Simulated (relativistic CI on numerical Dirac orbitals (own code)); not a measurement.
Line list: Electric-dipole lines, Sr¹⁵⁺

These numbers are calculated, not measured: Dirac-Coulomb-Breit CI, orbitals from a KLI potential per configuration, a model potential for QED, unscaled Slater integrals (own radial code, finite nucleus).

Configurations in the expansion (outside the closed core [Ne]): 3s2 3p6 3d5, 3s2 3p5 3d6, 3s2 3p4 3d7, 3s 3p6 3d6, 3p6 3d7, 3s2 3p6 3d4 4s, 3s2 3p6 3d4 4p, 3s 3p5 3d7, 3s2 3p6 3d4 4d, 3s2 3p6 3d3 4s2, 3s2 3p6 3d4 4f, 3s2 3p5 3d5 4s, 3s2 3p6 3d4 5s, 3s2 3p6 3d3 4p2, 3s2 3p6 3d3 4s 4d, 3p6 3d6 4s. Levels of other configurations are missing.

```tsv
λ vac (Å)	Lower	Upper	A (s⁻¹)	gf	Branching (%)
77.521	3s2 3p6 3d5 4G_11/2 [4]	3s2 3p5 3d6 4F°_9/2 [189]	3.25e+11	2.93e+00	53.9
78.652	3s2 3p6 3d5 4G_11/2 [4]	3s2 3p5 3d6 4F°_9/2 [186]	2.91e+11	2.70e+00	54.1
78.947	3s2 3p6 3d5 2I_11/2 [13]	3s2 3p5 3d6 2G°_9/2 [195]	1.72e+11	1.61e+00	35.9
79.178	3s2 3p6 3d5 4G_9/2 [6]	3s2 3p5 3d6 4F°_7/2 [183]	3.26e+11	2.45e+00	50.7
79.741	3s2 3p6 3d5 4G_7/2 [3]	3s2 3p5 3d6 4F°_5/2 [181]	2.53e+11	1.45e+00	45.4
80.049	3s2 3p6 3d5 2F_7/2 [17]	3s2 3p5 3d6 4D°_5/2 [190]	4.25e+11	2.45e+00	64.3
80.102	3s2 3p6 3d5 4F_9/2 [18]	3s2 3p5 3d6 2F°_7/2 [193]	3.63e+11	2.80e+00	50.1
80.351	3s2 3p6 3d5 2H_9/2 [22]	3s2 3p5 3d6 4D°_7/2 [196]	3.00e+11	2.32e+00	39.0
83.955	3s2 3p6 3d5 2H_11/2 [25]	3s2 3p5 3d6 2H°_11/2 [184]	3.22e+11	4.08e+00	87.0
86.414	3s2 3p6 3d5 2I_13/2 [15]	3s2 3p5 3d6 2I°_13/2 [164]	3.22e+11	5.04e+00	96.6
87.333	3s2 3p6 3d5 4G_11/2 [4]	3s2 3p5 3d6 4G°_11/2 [142]	1.69e+11	2.31e+00	54.2
87.373	3s2 3p6 3d5 2I_11/2 [13]	3s2 3p5 3d6 2I°_11/2 [158]	2.04e+11	2.80e+00	71.0
87.705	3s2 3p6 3d5 4G_7/2 [3]	3s2 3p5 3d6 4G°_7/2 [140]	8.47e+10	7.81e-01	43.5
88.153	3s2 3p6 3d5 4G_9/2 [6]	3s2 3p5 3d6 4G°_9/2 [138]	9.75e+10	1.14e+00	50.4
89.870	3s2 3p6 3d5 4G_5/2 [2]	3s2 3p5 3d6 4G°_5/2 [123]	1.15e+11	8.33e-01	58.2
90.009	3s2 3p6 3d5 6S_5/2 [1]	3s2 3p5 3d6 6P°_7/2 [84]	8.50e+10	8.26e-01	73.5
90.248	3s2 3p6 3d5 6S_5/2 [1]	3s2 3p5 3d6 6P°_7/2 [82]	1.07e+11	1.05e+00	80.4
90.315	3s2 3p6 3d5 6S_5/2 [1]	3s2 3p5 3d6 6P°_5/2 [81]	8.49e+10	6.23e-01	82.1
94.733	3s2 3p6 3d5 4G_11/2 [4]	3s2 3p5 3d6 4G°_11/2 [98]	8.09e+10	1.31e+00	78.5
98.364	3s2 3p6 3d5 4G_11/2 [4]	3s2 3p5 3d6 4H°_13/2 [79]	4.26e+10	8.64e-01	90.5
```

Terms are leading LS components. Brackets give the number of a level in order of energy, since labels repeat. The list gives strong lines, with weight on those to low levels, without lines whose two gauges differ by over a factor of 2.5, among the lowest 200 of 2787 levels, so that lines to higher ones, which can be the strongest, are missing. Levels whose partners in the same complex of configurations lie outside the list can be far off, and so can their lines. Rates are taken at the computed energies, electric ones in the length gauge.

At this charge energies of transitions that change n are usually good to better than 1 %, and those within a shell (Δn = 0) to a few per cent. Terms inside the open d or f shell come out 10 to 20 % too wide with unscaled integrals.

LS names give the leading component of a level, which can be under half, so a name can repeat, a term be missing and a line seem to break the LS rules.
